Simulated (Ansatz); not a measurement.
Ansatz (a program for electronic structure) job for tetraantimony cation (Sb4), SMILES [Sb]12[Sb]3[Sb]1[Sb]23 (connectivity only; charge and spin as stated), charge +1, multiplicity 2, PBE0-D3(BJ)/def2-SVP. 

Ansatz 0.2 input:
```yaml
crystal:
  periodic: [false, false, false]
  atoms:
    - {symbol: Sb, position_ang: [1.06551730, 1.06551729, -0.92256180]}
    - {symbol: Sb, position_ang: [-1.06551729, -1.06551730, -0.92256181]}
    - {symbol: Sb, position_ang: [1.06551729, -1.06551729, 0.92256181]}
    - {symbol: Sb, position_ang: [-1.06551730, 1.06551730, 0.92256180]}
basis:
  gaussian:
    orbitals: def2-SVP
hamiltonian:
  xc: pbe0
  dispersion: d3bj
total_charge: 1
magnetization: {spin_polarized: true, initial_magnetization: 1}
relax: {f_tol: 0.002, max_steps: 200}
```

Output:

```
Functional definition: PBE0
integrals: 0.08 GiB planned
1488 factors; integrals over basis functions are off by at most 1.2e-4 eV
mean field: 1.34 GiB planned
mean field evaluation 1: about -26146.3461 eV, gradient 1.2e1 eV
mean field evaluation 2: about -26146.1642 eV, gradient 1.4e1 eV
mean field evaluation 4: about -26147.4685 eV, gradient 1.9e-1 eV
mean field evaluation 8: about -26147.4732 eV, gradient 8.2e-3 eV
mean field evaluation 16: about -26146.8894 eV, gradient 2.9e0 eV
mean field -26147.47324899 eV, -960.9019185065 hartree, gradient 2.3e-5 eV, S^2 0.759175; 2 other end points of the search recorded, 0 dependent functions left out
the calculation of the forces begins
reference -26147.47327088 eV, -960.9019193107 hartree; 46, 45 occupied and 58, 59 virtual orbitals, 1488 factors
relax step   1: F+E_penalty+E_count = -26147.76339642 eV  Δ(F+E_penalty+E_count) = +0.000e0 eV  max|allowed force component| = 2.804e-1 eV/Å  Δτ_max = 0.0000 Å  (41 SCF iters, accepted)
these checks for a lower state are left out or cut short: starts, cluster_reference, orbital_swaps, neighbouring_geometries, increment
integrals: 0.08 GiB planned
1488 factors; integrals over basis functions are off by at most 1.2e-4 eV
mean field: 1.34 GiB planned
mean field -26147.46034321 eV, -960.9014442277 hartree, gradient 1.4e-5 eV, S^2 0.760195; 0 other end points of the search recorded, 0 dependent functions left out
the calculation of the forces begins
reference -26147.46036506 eV, -960.9014450307 hartree; 46, 45 occupied and 58, 59 virtual orbitals, 1488 factors
relax step   2: F+E_penalty+E_count = -26147.75077566 eV  Δ(F+E_penalty+E_count) = +1.262e-2 eV  max|allowed force component| = 4.211e-1 eV/Å  Δτ_max = 0.0654 Å  (33 SCF iters, rejected (line search))
these checks for a lower state are left out or cut short: starts, cluster_reference, orbital_swaps, neighbouring_geometries, increment
integrals: 0.08 GiB planned
1488 factors; integrals over basis functions are off by at most 1.2e-4 eV
mean field: 1.34 GiB planned
mean field evaluation 32: about -26147.4865 eV, gradient 7.9e-5 eV
mean field -26147.48651868 eV, -960.9024061586 hartree, gradient 1.7e-5 eV, S^2 0.759587; 0 other end points of the search recorded, 0 dependent functions left out
the calculation of the forces begins
reference -26147.48654055 eV, -960.9024069622 hartree; 46, 45 occupied and 58, 59 virtual orbitals, 1488 factors
relax step   3: F+E_penalty+E_count = -26147.77677352 eV  Δ(F+E_penalty+E_count) = -1.338e-2 eV  max|allowed force component| = 1.296e-2 eV/Å  Δτ_max = 0.0270 Å  (32 SCF iters, accepted)
these checks for a lower state are left out or cut short: starts, cluster_reference, orbital_swaps, neighbouring_geometries, increment
integrals: 0.08 GiB planned
1488 factors; integrals over basis functions are off by at most 1.2e-4 eV
mean field: 1.34 GiB planned
mean field -26147.48654400 eV, -960.9024070892 hartree, gradient 1.7e-5 eV, S^2 0.759614; 0 other end points of the search recorded, 0 dependent functions left out
the calculation of the forces begins
reference -26147.48656587 eV, -960.9024078928 hartree; 46, 45 occupied and 58, 59 virtual orbitals, 1488 factors
relax step   4: F+E_penalty+E_count = -26147.77680415 eV  Δ(F+E_penalty+E_count) = -3.063e-5 eV  max|allowed force component| = 3.471e-4 eV/Å  Δτ_max = 0.0015 Å  (28 SCF iters, accepted)
integrals: 0.08 GiB planned
1488 factors; integrals over basis functions are off by at most 1.2e-4 eV
mean field: 1.34 GiB planned
mean field evaluation 64: about -26147.3669 eV, gradient 1.5e0 eV
mean field -26147.48654400 eV, -960.9024070892 hartree, gradient 1.7e-5 eV, S^2 0.759614; 3 other end points of the search recorded, 0 dependent functions left out
the calculation of the forces begins
reference -26147.48656587 eV, -960.9024078928 hartree; 46, 45 occupied and 58, 59 virtual orbitals, 1488 factors
Total energy: -26147.77682602 eV, -960.9130747566 hartree
Atom 0 at     1.072009     1.072009    -0.895612 Å, force     0.000181     0.000181    -0.000347 eV/Å
Atom 1 at    -1.072009    -1.072009    -0.895612 Å, force    -0.000181    -0.000181    -0.000347 eV/Å
Atom 2 at     1.072009    -1.072009     0.895612 Å, force     0.000180    -0.000180     0.000347 eV/Å
Atom 3 at    -1.072009     1.072009     0.895612 Å, force    -0.000180     0.000180     0.000347 eV/Å
Dipole moment:     0.000000    -0.000000    -0.000001 e Å
```

Self-consistency was reached.
